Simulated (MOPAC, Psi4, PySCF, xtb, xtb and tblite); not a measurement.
Two geometries of Mg(OH2)6, SMILES [OH2]->[Mg+2](<-[OH2])(<-[OH2])(<-[OH2])(<-[OH2])<-[OH2] (H₁₂MgO₆ (cation, charge +2)), relaxed at GFN2-xTB with one dihedral held; other torsions can differ between them too.

Structure A

```
19

Mg     0.0100    -0.0108     0.0105
O     -0.6487     1.6174    -0.8886
H     -0.8050     1.7304    -1.8313
H     -0.9738     2.4146    -0.4589
O      1.5657     1.0090     0.6687
H      1.8164     1.9019     0.4122
H      2.2520     0.6897     1.2629
O      1.0003    -0.5116    -1.6189
H      0.7124    -1.1097    -2.3155
H      1.8570    -0.1668    -1.8889
O     -0.9770     0.4747     1.6510
H     -1.8933     0.2634     1.8552
H     -0.6381     0.9797     2.3967
O     -1.5622    -1.0184    -0.6331
H     -2.3477    -0.6728    -1.0685
H     -1.7001    -1.9650    -0.5286
O      0.6856    -1.6338     0.9057
H      1.3401    -2.2482     0.5592
H      0.4403    -1.9545     1.7792
```

Structure B

```
19

Mg     0.0063     0.0229    -0.0047
O     -0.6558     1.6405    -0.9205
H     -1.3611     2.2231    -0.6219
H     -0.3583     1.9804    -1.7702
O      1.5295     1.0564     0.7053
H      2.2476     0.7234     1.2524
H      1.6868     1.9983     0.5863
O      1.0744    -0.4442    -1.5973
H      1.9840    -0.1854    -1.7755
H      0.7863    -0.9739    -2.3472
O     -1.0604     0.4878     1.5884
H     -0.7833     1.0522     2.3169
H     -1.9568     0.2003     1.7875
O     -1.5143    -1.0109    -0.7212
H     -1.7048    -1.9386    -0.5506
H     -2.1992    -0.6939    -1.3183
O      0.6712    -1.5918     0.9135
H      0.4682    -1.8648     1.8136
H      1.2665    -2.2554     0.5513
```

Task: Which is lower in energy at the level wB97X-D/def2-TZVP // GFN2-xTB run with Psi4, and by how much?

Result: B is lower, by 3.25 kJ/mol (dihedral O5–Mg1–O2–H3: 120° in A, -100° in B).

E(B) − E(A) in kJ/mol at the other levels, on the same two geometries: GFN2-xTB (xtb and tblite) -0.64; PBE0/def2-TZVP // GFN2-xTB (Psi4) -3.44; PBE0-D3(BJ)/def2-TZVP // GFN2-xTB (Psi4) -3.45; PBE/def2-TZVP // GFN2-xTB (Psi4) -3.48; PBE-D3(BJ)/def2-TZVP // GFN2-xTB (Psi4) -3.48; PM3, restricted, heats of formation // GFN2-xTB (MOPAC) -1.33; AM1, restricted, heats of formation // GFN2-xTB (MOPAC) -0.81; GFN1-xTB // GFN2-xTB (xtb) -1.17; restricted B3LYP/6-31G*, spherical d, density fitting // GFN2-xTB (PySCF) -3.41; restricted LDA (SVWN5)/6-31G*, spherical d, density fitting // GFN2-xTB (PySCF) -3.70; restricted Hartree-Fock/LANL2DZ, with its core potentials past Ne // GFN2-xTB (PySCF) -3.89; restricted Hartree-Fock/STO-3G // GFN2-xTB (PySCF) -1.68.
